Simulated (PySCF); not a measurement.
F3Sb, SMILES [F][Sb-]([F])[F], charge -1, multiplicity 2. Atoms are numbered in the order given.

```xyz
4

Sb     0.0000     0.0000     0.0313
F      0.0000     0.0000     2.1761
F      0.0000     1.7196    -1.1768
F      0.0000    -1.7196    -1.1768
```
Charge -1, spin multiplicity 2.

The structure is a stationary point at r2SCAN-D4/def2-SVPD. A frequency run showed that this geometry is not a minimum. The def2 effective core potentials stand for the cores of Sb; spin–orbit coupling is left out.

Method: r2SCAN-D4/def2-SVPD (PySCF).

Frequencies are harmonic and unscaled.

Computed vibrational spectrum:
```tsv
mode	ν (cm⁻¹)	IR (km/mol)	moving atoms (share of kinetic energy)
1	79i	0.5	F 89 %, Sb 11 %
2	18	17.1	F 68 %, Sb 32 %
3	51	0.0	F 92 %
4	389	235.4	F 79 %, Sb 21 %
5	419	203.4	F 79 %, Sb 21 %
6	445	35.3	F 97 %
```
